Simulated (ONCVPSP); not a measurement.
# Configuration tests for Pb (ONCV)

| Property | Result |
| --- | --- |
| Element | Pb (Z = 82) |
| Generator | ONCVPSP 4.0.1 |
| Type | optimised norm-conserving Vanderbilt (ONCV) |
| Functional | PBE |
| Relativity | scalar-relativistic |
| Frozen core | [Xe] 4f14 |
| Valence charge | 14 |
| Reference configuration | 5d10 6s2 6p1.5 (charge +0.5) |
| Partial waves | 6s: rc 2.10 bohr, ncon 4, nbas 7, qcut 2.5 1/bohr, 2 projectors, debl 1 Ha; 6p: rc 2.25 bohr, ncon 4, nbas 7, qcut 3.5 1/bohr, 2 projectors, debl 0.3 Ha; 5d: rc 1.70 bohr, ncon 4, nbas 9, qcut 10.8 1/bohr, 1 projector |
| Local potential | polynomial inside 1.65 bohr (lpopt 5, dvloc0 2 Ha) |
| Core correction | Teter function, fcfact 2, rcfact 1.25 |

Energies are relative to the spin-unpolarised reference configuration 5d10 6s2 6p1.5; without spin polarisation the order of configurations can differ from experiment.

| valence configuration | charge | ΔE all-electron (eV) | error AE − PS (meV) |
| --- | --- | --- | --- |
| 5d10 6s2 6p1 | +1 | 4.084 | -2.0 |
| 5d10 6s2 6p0 | +2 | 17.529 | -8.5 |
| 5d10 6s0 6p0 | +4 | 92.642 | +43 |

Task: What are ΔE and the potential's error for 5d10 6s2 6p2?

Result: ΔE = -2.492 eV all-electron; the error (AE − PS) is +1.0 meV.

Levels in the configuration 5d10 6s2 6p2:

```csv
level,all-electron (eV),pseudo (eV)
5d,-21.177,-21.192
6s,-12.040,-12.041
6p,-3.498,-3.497
```

Note: no bound ghost flagged; GHOST(+) flagged for s at 31.6 eV, p at 43.4 eV.
